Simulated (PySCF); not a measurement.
# How methods differ on the excitation energy of I²⁺

I²⁺ [Kr] 4d10 5s2 5p3 (4S) → I²⁺ [Kr] 4d10 5s2 5p2 6s1 (4P), as a difference of total energies. All numbers are calculated (PySCF 2.14, scalar relativity by spin-free X2C-1e, in aug-cc-pVQZ-DK3 (9s8p6d3f2g, 102 functions)). Correlated levels: valence: [Kr] 4d10 frozen. The calculations carry no spin-orbit coupling.

```json
{"method": "UHF", "excitation energy (eV)": "15.233"}
{"method": "LDA", "excitation energy (eV)": "14.872"}
{"method": "PBE", "excitation energy (eV)": "14.806"}
{"method": "PBE0", "excitation energy (eV)": "15.077"}
{"method": "r2SCAN", "excitation energy (eV)": "15.501"}
{"method": "wB97X", "excitation energy (eV)": "15.255"}
{"method": "MN15", "excitation energy (eV)": "15.352"}
{"method": "MP2 (valence)", "excitation energy (eV)": "15.246"}
{"method": "SCS-MP2 (valence)", "excitation energy (eV)": "15.248"}
```

A first-order spin-orbit estimate (lowest level to lowest level, LS coupling) adds -0.665 eV.

The promoted electron is Rydberg-like, and one or two diffuse shells describe it only roughly, which tends to raise the upper state.
